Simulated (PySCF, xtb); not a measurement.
TaF₄, SMILES [F][Ta]([F])([F])[F] (connectivity only; charge and spin as stated), neutral, multiplicity 2.

Harmonic wavenumbers (cm⁻¹) from GFN2-xTB run with xtb at its own minimum, in rising order: 100, 125, 166, 166, 230, 396, 444, 466, 467.

What does PySCF with PBE-D3(BJ)/def2-SVP give at its own minimum? (An estimate is asked for; the answer gives what the named calculation found.)

146, 146, 162, 167, 223, 670, 682, 682, 690. Paired by order, the mean absolute difference is 114 cm⁻¹ and the zero-point energies are 3.7 and 5.1 kcal/mol.
